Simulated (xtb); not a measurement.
Harmonic IR lines of one isomer of C3H5N, unscaled. All values below come from GFN2-xTB in xtb.

wavenumber (cm⁻¹): 535 (vw), 807 (w), 898 (w), 1497 (vw), 2416 (vs), 2955 (w), 2966 (w), 3042 (m), 3047 (w)

Question: Which structure gives these lines?
(A) `CCC#N`
(B) `C=CN=C`
(C) `C#CNC`
(D) `NC1C=C1`

Answer: A, `CCC#N`
